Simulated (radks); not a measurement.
The numbers below are computed, except where a source is named.
Ionisation of neutral sulfur, [Ne] 3s2 3p4, to S+, [Ne] 3s2 3p3, under several functionals. Dirac Kohn-Sham, spin-unpolarised, spherical densities, point nucleus; open shells fill j = l - 1/2 first; a radial shooting solver on a logarithmic mesh with Libxc functionals.

functional,E(S) (hartree),Exc (hartree),IE (eV),-e(HOMO) (eV),<r> HOMO (bohr),IE error (eV)
"LDA (Slater exchange, Perdew-Zunger correlation)",-397.83378,-24.21577,11.819,7.073,2.077,+1.459
exchange-only LDA,-396.60518,-22.95143,10.575,5.906,2.108,+0.215
revPBE,-399.15070,-25.57860,11.700,6.940,2.074,+1.340
exchange-only B88,-398.58924,-24.99632,10.801,6.100,2.101,+0.441
BP86,-399.26424,-25.69276,11.818,7.066,2.073,+1.458

NIST Atomic Spectra Database: 10.360 eV (measured). Closest: exchange-only LDA. The Delta-SCF values span 1.24 eV, the total energies 2.66 hartree. The highest occupied level is 3p3/2. Spin polarisation and multiplet splitting are left out, so open shells lie too high by an amount that depends on their filling.

Beside tabulated values, note that spin-unpolarised runs miss the spin-polarisation part of the exchange energy of open shells.
